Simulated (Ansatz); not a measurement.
# What each rung costs, and what it gives

Saddle point of SiH5SOF, closed shell (SiH₃OF ([OH][SiH2][F]) + H₂S → SiH₄SO ([OH][SiH2][SH]) + HF; bonds formed: Si1–S7, F2–H6; bonds broken: Si1–F2, H6–S7), PBE0-D4/def2-TZVP structure:

```
9
angstrom
Si -0.7170 -0.1112 0.0259
F 0.5687 0.6353 -1.2312
H -1.4620 -0.6277 -1.1420
H -1.2733 -0.8022 1.2216
O -0.8885 1.4156 0.6002
H 1.3270 -0.2914 -0.8150
S 1.2488 -1.4829 0.1160
H -0.5294 2.1003 0.0304
H 1.7258 -0.8358 1.1941
```

Barriers are electronic and count from the start structure reached by relaxing down the imaginary mode.

Computed with Ansatz 0.2.0 (basis: as named in each row); correlated methods freeze the cores. B3LYP uses VWN-RPA correlation. Extrapolation: Hartree–Fock as exp(−7.88 √X), correlation as X^−2.97.

Times are rough, for one single point on 4 threads of a shared host (Intel Xeon).

The estimate by CCSD(T) at an estimated basis limit (MP2 extrapolated from triple and quadruple zeta, plus CCSD(T) − MP2 in triple zeta) is 1.938 eV.

```tsv
method	basis	time (s)	barrier (eV)	method less estimate
HF	STO-3G	under 1	2.458	0.520
PBE-D4	STO-3G	under 1	-0.021	-1.959
SPW92	def2-SVP	under 1	0.900	-1.038
PBE-D4	def2-SVP	1	1.248	-0.690
B3LYP-D4	6-31G	1	1.415	-0.524
PBE0-D4	def2-SVP	2	1.494	-0.444
SPW92	def2-TZVPP	2	1.081	-0.857
BLYP-D4	def2-TZVPP	3	1.675	-0.263
PBE-D4	def2-TZVPP	3	1.407	-0.532
B3LYP-D4	def2-TZVPP	4	1.851	-0.087
CCSD(T)	def2-SVP	5	1.954	0.016
BHLYP-D4	def2-TZVPP	5	2.131	0.193
PBE0-D4	def2-TZVPP	6	1.655	-0.284
CAM-B3LYP-D4	def2-TZVPP	6	1.914	-0.024
wB97M-V	def2-SVP	6	1.648	-0.290
r2SCAN-D4	def2-TZVPP	6	1.629	-0.309
r2SCAN0-D4	def2-TZVPP	6	1.796	-0.142
RPA on PBE	def2-TZVPP	7	1.957	0.018
B2PLYP	def2-TZVPP	8	1.926	-0.012
PBE-QIDH	def2-TZVPP	8	1.839	-0.099
B97M-V	def2-TZVPP	11	1.850	-0.089
wB97X-V	def2-TZVPP	11	1.870	-0.068
wB97M-V	def2-TZVPP	12	1.827	-0.112
MP2	def2-QZVPP	31	1.868	-0.071
CCSD(T)	def2-TZVPP	89	1.968	0.030
```

All methods are single points on the PBE0-D4 structures; a negative value means that the method puts the saddle structure below the start.

No T1 diagnostic of these runs exceeds 0.013.

Labels in which every atom is bracketed show which atoms are joined, not bond orders.
